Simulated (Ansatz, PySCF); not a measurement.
C2H8N, SMILES CC[NH3+], charge +1. Atoms are numbered in the order given.

```xyz
11

C     -0.2700     1.3021     0.0000
C      0.6043     0.0647     0.0000
N     -0.2424    -1.1997     0.0000
H      0.3777     2.1910     0.0000
H     -0.9055     1.3584    -0.8980
H     -0.9055     1.3584     0.8980
H      1.2437    -0.0004     0.8917
H      1.2437    -0.0004    -0.8917
H      0.3333    -2.0542     0.0000
H     -0.8558    -1.2413     0.8277
H     -0.8558    -1.2413    -0.8277
```
Charge +1, spin multiplicity 1.

Coordinates come from a B3LYP-D3(BJ)/def2-SVP optimisation. The isomer is the one that the SMILES or the coordinates give; other isomers of the formula were not compared.

Two levels are set side by side: PBE-D3(BJ)/def2-SVP (Ansatz, a first-principles code) and B3LYP-D3(BJ)/def2-SVP (Ansatz). Each level has its own optimised geometry; the coordinates shown are those of the second. Frequencies come from the Hessian of PySCF at each geometry. Differences are taken from unrounded values.

```json
[
 {"quantity": "mean bond length (Å)", "B3LYP-D3(BJ)": "1.163"},
 {"quantity": "bond C1–C2 (Å)", "B3LYP-D3(BJ)": "1.515"},
 {"quantity": "bond C2–N3 (Å)", "B3LYP-D3(BJ)": "1.522"},
 {"quantity": "bond C1–H4 (Å)", "B3LYP-D3(BJ)": "1.100"},
 {"quantity": "bond C1–H5 (Å)", "B3LYP-D3(BJ)": "1.102"},
 {"quantity": "bond C1–H6 (Å)", "B3LYP-D3(BJ)": "1.102"},
 {"quantity": "bond C2–H7 (Å)", "B3LYP-D3(BJ)": "1.099"},
 {"quantity": "bond C2–H8 (Å)", "B3LYP-D3(BJ)": "1.099"},
 {"quantity": "bond N3–H9 (Å)", "B3LYP-D3(BJ)": "1.030"},
 {"quantity": "bond N3–H10 (Å)", "B3LYP-D3(BJ)": "1.031"},
 {"quantity": "bond N3–H11 (Å)", "B3LYP-D3(BJ)": "1.031"},
 {"quantity": "highest harmonic wavenumber (cm⁻¹)", "B3LYP-D3(BJ)": "3472"},
 {"quantity": "mean harmonic wavenumber (cm⁻¹)", "B3LYP-D3(BJ)": "1740"},
 {"quantity": "zero-point energy (kcal/mol)", "B3LYP-D3(BJ)": "67.17"}
]
```

Problem. What does PBE-D3(BJ) give, and how far is it from B3LYP-D3(BJ)? (An estimate is asked for; the answer gives what the named calculation found.)

Solution. 
```csv
quantity,PBE-D3(BJ),PBE-D3(BJ) minus B3LYP-D3(BJ)
mean bond length (Å),1.169,0.006
bond C1–C2 (Å),1.515,0.000
bond C2–N3 (Å),1.522,0.000
bond C1–H4 (Å),1.107,0.008
bond C1–H5 (Å),1.109,0.007
bond C1–H6 (Å),1.109,0.007
bond C2–H7 (Å),1.108,0.008
bond C2–H8 (Å),1.108,0.008
bond N3–H9 (Å),1.038,0.007
bond N3–H10 (Å),1.038,0.007
bond N3–H11 (Å),1.038,0.007
highest harmonic wavenumber (cm⁻¹),3399,-73
mean harmonic wavenumber (cm⁻¹),1698,-42
zero-point energy (kcal/mol),65.54,-1.63
```

GGA bonds tend to be longer and softer than those of functionals with exact exchange. Differences between two approximate levels are no errors against the true value.
